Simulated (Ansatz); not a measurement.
H9Si4, doublet, geometry from GFN2-xTB. Base run: B3LYP/6-31G run with Ansatz (a quantum-chemistry and plane-wave program).

Input for Ansatz:
Ansatz 0.2 input:
```yaml
crystal:
  periodic: [false, false, false]
  atoms:
    - {symbol: Si, position_ang: [2.95032355, 0.94205225, 0.30253823]}
    - {symbol: Si, position_ang: [0.73687788, 1.00163186, -0.24257169]}
    - {symbol: Si, position_ang: [-0.62772236, -0.82376747, 0.23287208]}
    - {symbol: Si, position_ang: [-2.87356308, -0.99439170, -0.30063536]}
    - {symbol: H, position_ang: [3.34320722, 0.87858470, 1.71566029]}
    - {symbol: H, position_ang: [3.82532455, -0.03696216, -0.35423969]}
    - {symbol: H, position_ang: [0.17885572, 2.20941009, 0.39729697]}
    - {symbol: H, position_ang: [0.66741994, 1.30123041, -1.68662863]}
    - {symbol: H, position_ang: [0.08146025, -1.98171158, -0.34930184]}
    - {symbol: H, position_ang: [-0.46877155, -1.04603631, 1.68446156]}
    - {symbol: H, position_ang: [-3.47616336, -2.26394983, 0.11935286]}
    - {symbol: H, position_ang: [-3.66160204, 0.06962649, 0.32898730]}
    - {symbol: H, position_ang: [-3.09255460, -0.88754126, -1.74643460]}
basis:
  gaussian:
    orbitals: 6-31G
hamiltonian:
  xc: b3lyp
magnetization: {spin_polarized: true, initial_magnetization: 1}
```

Variants of this job, named by their change:

```tsv
change	ΔE vs base (mEh)
base	0.000
final_grid = 6, 12, 29	-0.002
lower_state_search = off	0.000
point_charge = charge:-1.0 position_ang:6.6249, 1.5209, 0.7592	-8.088
point_charge = charge:1.0 position_ang:-6.2365, 3.4859, -0.0992	-1.998
final_grid = 4, 8, 17	0.050
forces = on	0.000
accuracy = high	-0.001
lower_state_search = full	0.000
final_grid = 10, 20, 41	0.000
fitting.mean_field = def2-universal-JKFIT	-0.101
```
